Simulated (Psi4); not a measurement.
Psi4 input (wB97X-D/6-311+G**):

```
memory 1500 MB

molecule {
0 2
Cl   -0.04437200   -1.69641600    0.34948200
Si   -0.52029800    0.06652000   -0.60843400
Cl    0.47565000    1.64401700    0.26999700
H    -0.04755000   -0.04049800   -2.01305800
symmetry c1
no_reorient
no_com
}

set {
  basis 6-311+G**
  reference uks
  scf_type pk
  dft_radial_points 99
  dft_spherical_points 590
  e_convergence 1e-8
  d_convergence 1e-7
  maxiter 150
}

e = energy('wb97x-d')
print_out(f'\nFINAL {e:.10f} DIPOLE {variable("CURRENT DIPOLE")[0]:.6f} {variable("CURRENT DIPOLE")[1]:.6f} {variable("CURRENT DIPOLE")[2]:.6f}\n')
```

Output:

```
   => Loading Basis Set <=

    Name: 6-311+G**
    Role: ORBITAL
    Keyword: BASIS
    atoms 1, 3 entry CL         line   468 file 6-311pgss.gbs
    atoms 2    entry SI         line   351 file 6-311pgss.gbs
    atoms 4    entry H          line    42 file 6-311pgss.gbs

   => WB97X-D: Empirical Dispersion <=

    Chai and Head-Gordon Dispersion Correction
    Chai, J.-D.; Head-Gordon, M. (2010), J. Chem. Phys., 132: 6615-6620

        s6 =       1.000000

         ---------------------------------------------------------
                                   SCF
               by Justin Turney, Rob Parrish, Andy Simmonett
                          and Daniel G. A. Smith
                              UKS Reference
         ---------------------------------------------------------

  ==> Geometry <==

    Molecular point group: c1
    Full point group: C1

    Geometry (in Angstrom), charge = 0, multiplicity = 2:

       Center              X                  Y                   Z               Mass
    ------------   -----------------  -----------------  -----------------  -----------------
         CL          -0.044372000000    -1.696416000000     0.349482000000    34.968852682000
         SI          -0.520298000000     0.066520000000    -0.608434000000    27.976926534650
         CL           0.475650000000     1.644017000000     0.269997000000    34.968852682000
         H           -0.047550000000    -0.040498000000    -2.013058000000     1.007825032230

  Running in c1 symmetry.

  Rotational constants: A =      0.52431  B =      0.08371  C =      0.07309 [cm^-1]
  Rotational constants: A =  15718.35776  B =   2509.49171  C =   2191.18244 [MHz]
  Nuclear repulsion =  178.601181337092299

  Charge       = 0
  Multiplicity = 2
  Electrons    = 49
  Nalpha       = 25
  Nbeta        = 24

  ==> Algorithm <==

  SCF Algorithm Type is PK.
  DIIS enabled.
  MOM disabled.
  Fractional occupation disabled.
  Guess Type is SAD.
  Energy threshold   = 1.00e-08
  Density threshold  = 1.00e-07
  Integral threshold = 1.00e-12

  ==> Primary Basis <==

  Basis Set: 6-311+G**
    Blend: 6-311+G**
    Number of shells: 46
    Number of basis functions: 96
    Number of Cartesian functions: 99
    Spherical Harmonics?: true
    Max angular momentum: 2

  ==> DFT Potential <==

   => LibXC <=

    Version 7.1.2
    S. Lehtola, C. Steigemann, M. J. T. Oliveira, and M. A. L. Marques,  SoftwareX 7, 1–5 (2018) (10.1016/j.softx.2017.11.002)

   => Composite Functional: WB97X-D <=

    wB97X-D Hyb-GGA Exchange-Correlation Functional

    J.-D. Chai and M. Head-Gordon,  Phys. Chem. Chem. Phys. 10, 6615–6620 (2008) (10.1039/B810189B)

    Deriv               =              1
    GGA                 =           TRUE
    Meta                =          FALSE

    Exchange Hybrid     =           TRUE
    MP2 Hybrid          =          FALSE

   => Exchange-Correlation Functionals <=

    1.0000   wB97X-D range-separated functional

   => Exact (HF) Exchange <=

    0.7780            HF,LR [omega = 0.2000]
    0.2220               HF

   => LibXC Density Thresholds  <==

    XC_HYB_GGA_XC_WB97X_D:  1.00E-14

   => Molecular Quadrature <=

    Radial Scheme          =       TREUTLER
    Pruning Scheme         =           NONE
    Nuclear Scheme         =       TREUTLER

    Blocking Scheme        =         OCTREE
    BS radius alpha        =              1
    Pruning alpha          =              1
    Radial Points          =             99
    Spherical Points       =            590
    Total Points           =         226485
    Total Blocks           =           1765
    Max Points             =            256
    Max Functions          =             88
    Weights Tolerance      =       1.00E-15

  ==> Integral Setup <==

  Using in-core PK algorithm.
   Calculation information:
      Number of atoms:                   4
      Number of AO shells:              46
      Number of primitives:             83
      Number of atomic orbitals:        99
      Number of basis functions:        96

      Integral cutoff                 1.00e-12
      Number of threads:                 1

  Performing in-core PK
  Using 32524488 doubles for integral storage.
  We computed 462895 shell quartets total.
  Whereas there are 584821 unique shell quartets.

  Computing range-separated integrals for PK
  We computed 462895 wK shell quartets total.
  Whereas there are 584821 wK unique shell quartets.

  ==> DiskJK: Disk-Based J/K Matrices <==

    J tasked:                  Yes
    K tasked:                  Yes
    wK tasked:                 Yes
    Omega:               2.000E-01
    Schwarz Cutoff:          1E-12


  Cached 50.0% of DFT collocation blocks in 0.218 [GiB].

  Minimum eigenvalue in the overlap matrix is 3.5848460326E-03.
  Reciprocal condition number of the overlap matrix is 5.7002098277E-04.
    Using symmetric orthogonalization.

  ==> Pre-Iterations <==

  SCF Guess: Superposition of Atomic Densities via on-the-fly atomic UHF (no occupation information).

   -------------------------
    Irrep   Nso     Nmo
   -------------------------
     A         96      96
   -------------------------
    Total      96      96
   -------------------------

  ==> Iterations <==

                        Total Energy        Delta E     RMS |[F,P]|

   @UKS iter SAD: -1210.26699819478449   -1.21027e+03   0.00000e+00
   @UKS iter   1: -1210.52024151619207   -2.53243e-01   3.60678e-03 DIIS/ADIIS
   @UKS iter   2: -1210.54181553220337   -2.15740e-02   1.92874e-03 DIIS/ADIIS
   @UKS iter   3: -1210.55237941806831   -1.05639e-02   3.33788e-04 DIIS/ADIIS
   @UKS iter   4: -1210.55286318185904   -4.83764e-04   7.06945e-05 DIIS
   @UKS iter   5: -1210.55293030489997   -6.71230e-05   1.60659e-05 DIIS
   @UKS iter   6: -1210.55293520577493   -4.90087e-06   6.64948e-06 DIIS
   @UKS iter   7: -1210.55293607915064   -8.73376e-07   2.36276e-06 DIIS
   @UKS iter   8: -1210.55293620248858   -1.23338e-07   5.08803e-07 DIIS
   @UKS iter   9: -1210.55293620807129   -5.58271e-09   1.23500e-07 DIIS
   @UKS iter  10: -1210.55293620838893   -3.17641e-10   3.10767e-08 DIIS
  Energy and wave function converged.

  ==> Post-Iterations <==

   Electrons on quadrature grid:
      Nalpha   =   25.0000002997 ; deviation = 2.997e-07
      Nbeta    =   24.0000002695 ; deviation = 2.695e-07
      Ntotal   =   49.0000005692 ; deviation = 5.692e-07

   @Spin Contamination Metric:   1.735603950E-03
   @S^2 Expected:                7.500000000E-01
   @S^2 Observed:                7.517356039E-01
   @S   Expected:                5.000000000E-01
   @S   Observed:                5.000000000E-01

    Orbital Energies [Eh]
    ---------------------

    Alpha Occupied:

       1A   -101.736611     2A   -101.736611     3A    -66.348874
       4A     -9.605705     5A     -9.605701     6A     -7.352898
       7A     -7.352898     8A     -7.346663     9A     -7.346663
      10A     -7.345824    11A     -7.345824    12A     -5.477548
      13A     -3.823733    14A     -3.822481    15A     -3.819499
      16A     -0.962380    17A     -0.938012    18A     -0.646621
      19A     -0.511085    20A     -0.510984    21A     -0.469815
      22A     -0.434500    23A     -0.430198    24A     -0.420944
      25A     -0.321220

    Alpha Virtual:

      26A      0.039580    27A      0.043042    28A      0.051541
      29A      0.075018    30A      0.094966    31A      0.106459
      32A      0.109403    33A      0.126533    34A      0.143227
      35A      0.143456    36A      0.145513    37A      0.159562
      38A      0.180526    39A      0.188294    40A      0.222814
      41A      0.304420    42A      0.317526    43A      0.320645
      44A      0.424672    45A      0.458050    46A      0.474680
      47A      0.490291    48A      0.493185    49A      0.502070
      50A      0.550312    51A      0.580420    52A      0.587401
      53A      0.597988    54A      0.692816    55A      0.725014
      56A      0.813999    57A      0.921726    58A      0.934195
      59A      0.935021    60A      0.941065    61A      0.944890
      62A      0.966634    63A      0.989366    64A      0.993162
      65A      1.014541    66A      1.077452    67A      1.265592
      68A      1.280300    69A      1.287444    70A      1.374592
      71A      1.453663    72A      1.533626    73A      1.582884
      74A      2.060952    75A      2.338873    76A      2.348355
      77A      2.351516    78A      2.353009    79A      2.455513
      80A      2.468663    81A      2.657801    82A      5.511942
      83A      9.742319    84A      9.778486    85A     11.356177
      86A     11.421715    87A     11.439161    88A     25.913238
      89A     25.942880    90A     25.963224    91A     25.970397
      92A     26.261216    93A     26.285144    94A    141.007965
      95A    215.808490    96A    215.853122

    Beta Occupied:

       1A   -101.735842     2A   -101.735841     3A    -66.345195
       4A     -9.604859     5A     -9.604857     6A     -7.351482
       7A     -7.351481     8A     -7.345346     9A     -7.345345
      10A     -7.344889    11A     -7.344889    12A     -5.473759
      13A     -3.820016    14A     -3.817962    15A     -3.813955
      16A     -0.956835    17A     -0.933163    18A     -0.625960
      19A     -0.503587    20A     -0.500797    21A     -0.454722
      22A     -0.425965    23A     -0.425090    24A     -0.419142

    Beta Virtual:

      25A     -0.074931    26A      0.048988    27A      0.053258
      28A      0.058979    29A      0.093348    30A      0.104372
      31A      0.116328    32A      0.119087    33A      0.130239
      34A      0.145478    35A      0.148101    36A      0.149837
      37A      0.168700    38A      0.183434    39A      0.193603
      40A      0.224485    41A      0.304852    42A      0.319280
      43A      0.331122    44A      0.429169    45A      0.466947
      46A      0.478055    47A      0.501850    48A      0.507525
      49A      0.510374    50A      0.552432    51A      0.581465
      52A      0.601334    53A      0.615841    54A      0.728573
      55A      0.736429    56A      0.828606    57A      0.925432
      58A      0.937715    59A      0.940253    60A      0.945704
      61A      0.948041    62A      0.973021    63A      0.997263
      64A      0.999866    65A      1.022035    66A      1.083882
      67A      1.272472    68A      1.290885    69A      1.296912
      70A      1.383738    71A      1.464630    72A      1.546708
      73A      1.591902    74A      2.071147    75A      2.343856
      76A      2.351772    77A      2.354682    78A      2.355166
      79A      2.459190    80A      2.472475    81A      2.670071
      82A      5.520584    83A      9.742960    84A      9.779104
      85A     11.364467    86A     11.424223    87A     11.442373
      88A     25.913530    89A     25.943099    90A     25.963378
      91A     25.970440    92A     26.261483    93A     26.285406
      94A    141.011856    95A    215.809149    96A    215.853780

    Final Occupation by Irrep:
              A
    DOCC [    24 ]
    SOCC [     1 ]
    NA   [    25 ]
    NB   [    24 ]

  @UKS Final Energy: -1210.55293620838893

   => Energetics <=

    Nuclear Repulsion Energy =            178.6011813370922994
    One-Electron Energy =               -2028.2444467343270844
    Two-Electron Energy =                 695.8751555217286295
    DFT Exchange-Correlation Energy =     -56.7841742492175214
    Empirical Dispersion Energy =          -0.0006520836651636
    VV10 Nonlocal Energy =                  0.0000000000000000
    Total Energy =                      -1210.5529362083889282

  UHF NO Occupations:
  HONO-2 :   23  A 1.9999000
  HONO-1 :   24  A 1.9994292
  HONO-0 :   25  A 1.0000000
  LUNO+0 :   26  A 0.0005708
  LUNO+1 :   27  A 0.0001000
  LUNO+2 :   28  A 0.0000909
  LUNO+3 :   29  A 0.0000448

Computation Completed

Properties will be evaluated at   0.000000,   0.000000,   0.000000 [a0]

Properties computed using the SCF density matrix

 Multipole Moments:

 ------------------------------------------------------------------------------------
     Multipole            Electronic (a.u.)      Nuclear  (a.u.)        Total (a.u.)
 ------------------------------------------------------------------------------------

 L = 1.  Multiply by 2.5417464519 to convert [e a0] to [Debye]
 Dipole X            :         -0.3481226            0.0000076           -0.3481150
 Dipole Y            :          0.0420293           -0.0000019            0.0420274
 Dipole Z            :         -0.5113194            0.0000170           -0.5113024
 Magnitude           :                                                    0.6199843

 ------------------------------------------------------------------------------------

FINAL -1210.5529362084 DIPOLE -0.348115 0.042027 -0.511302

*** Psi4 exiting successfully. Buy a developer a beer!
```

The geometry given is a B3LYP-D3(BJ)/def2-TZVP minimum.
